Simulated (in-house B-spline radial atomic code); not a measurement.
Ag⁺. Computed with a B-spline radial atomic code. Model: non-relativistic spherical atom: semilocal Troullier-Martins pseudo-atom, one channel per l, against all electrons, high spin, G0W0 and RPA with empty states to l = 8, local potential for every l without a channel, a model core (radius 0 = none) keeps its share of the functional.

Without relativity these are model numbers for so heavy an element.

What the tables leave out is listed at the end.

The pseudopotential gives back the lowest level of each angular momentum of its own functional in the configuration it was made in; a second state of the same l is only approximately right. Exact exchange, RPA and GW see the smooth pseudo-orbitals and miss the exchange with the core, for which the functional's share stands in. The column with an uncorrelated core keeps all orbitals and exact exchange, and so separates missing core correlation from pseudisation. Only the three outermost levels and the lowest empty one were computed. RPA here is direct RPA, with no exchange kernel, and its energies carry an (l + 1/2)⁻⁴ tail. A hybrid on a potential with a model core restores only its own semilocal share of the core's exchange.

Command:
```bash
python run_psgw.py task.json out
```
Settings (lengths in bohr, energies in hartree):
```
Z                      47
electrons              46
configuration          [Kr] 4d10
generated_in           [Kr] 4d10 5s1
functional             lda,vwn
core_shells            6
radius_factor          1
core_correction        False
```

Run time, properties included: 38 s on 1 thread of Arm Neoverse N1, on a shared host.

Given: made with LDA VWN5; model core radius 0 bohr; local radius 0.874 bohr; mean-field start PBE0.

Valence shells of the generating configuration: 4s, 4p, 4d, 5s.

Channel: s 0.846, p 0.881, d 1.034 (radii in bohr).

Computed: largest level miss in the spin-unpolarised generating configuration 0.081 eV; valence RPA correlation energy all-electron orbitals -1.1212 hartree; valence RPA correlation energy pseudo -1.1659 hartree; all-electron RPA polarisability, core included 7.6285 bohr³.

```csv
level,occupied,mean-field all-electron (eV),mean-field pseudo minus all (eV),G0W0 all-electron (eV),G0W0 uncorrelated core minus all (eV),G0W0 pseudo minus all (eV),exchange self-energy all-electron (eV),exchange self-energy pseudo (eV)
4d,1,-17.742,-0.082,-22.135,0.116,-0.201,-35.74,-32.004
5s (empty),0,-9.322,-0.088,-7.1523,0.028,-0.049,-2.9531,-2.374
```

Question: What is the pseudo-atom RPA polarisability?

Answer: 7.5198 bohr³.

Given: mean-field start Hartree-Fock.

Computed: valence RPA correlation energy all-electron orbitals -0.98694 hartree; valence RPA correlation energy pseudo -1.0282 hartree; pseudo-atom RPA polarisability 5.4702 bohr³.

```
     level  occupied  mean-field all-electron (eV)  mean-field pseudo minus all (eV)  G0W0 all-electron (eV)  G0W0 uncorrelated core minus all (eV)  G0W0 pseudo minus all (eV)  exchange self-energy all-electron (eV)  exchange self-energy pseudo (eV)
        4d         1                       -22.458                            -0.136                 -22.407                                   0.12                      -0.032                                 -35.909                           -32.333
5s (empty)         0                        -5.839                            -0.038                 -6.7461                                  0.016                      -0.029                                 -1.7833                           -1.4524
```

Question: What is the all-electron RPA polarisability, core included?

Answer: 5.5807 bohr³.

Among the listed levels the largest G0W0 shift of the pseudo-atom is -0.20 eV, for 4d on the PBE0 start, while leaving the core uncorrelated moves that level by +0.12 eV. So pseudisation and the lost core exchange, not the missing core correlation, make the error. Not in the tables (levels of low weight, unsolved or above zero; the highest and the empty levels are kept at any weight): on LDA, a start not tabulated, the G0W0 levels 4d (pseudo minus all -0.11 eV, weights 0.21 and 0.41), 4p (pseudo minus all -0.19 eV, weights 0.08 and 0.08), 4s (pseudo minus all -0.25 eV, weights 0.24 and 0.22), 5s (pseudo minus all -0.09 eV, weights 0.94 and 0.94); on PBE0 the G0W0 levels 4p (pseudo minus all -0.23 eV, weights 0.24 and 0.22), 4s (pseudo minus all -5.60 eV, weights 0.30 and 0.01); on Hartree-Fock the G0W0 levels 4p (pseudo minus all -0.20 eV, weights 0.53 and 0.52), 4s (pseudo minus all -0.60 eV, weights 0.10 and 0.52).
